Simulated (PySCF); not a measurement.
**Correlation energy of Ga²⁺ (gallium, charge +2)**

[Ar] 3d9 4s1 4p1, one real determinant (an excited configuration). Calculation: PySCF 2.14, in x2c-TZVPPall (6s5p4d1f, 48 functions); the spin-free X2C one-electron Hamiltonian (Gaussian nucleus). Frozen: [Ne]; 19 electrons correlated.

| level | correlation energy (mhartree) |
| --- | --- |
| CCSD | -202.14 |
| (T) | -5.04 |
| CCSD(T) | -207.18 |

Diagnostics: T1 = 0.0062, D1 = 0.0141, largest double amplitude 0.113.

Question: Is a single reference adequate?

Answer: Mostly. T1 lies below 0.03, but a double amplitude of this size points to a near-degeneracy that CCSD handles and MP2 describes poorly.

The reference is one real determinant that mixes LS terms of this configuration.

This basis was not built for core-valence correlation, so the inner-shell part is incomplete.
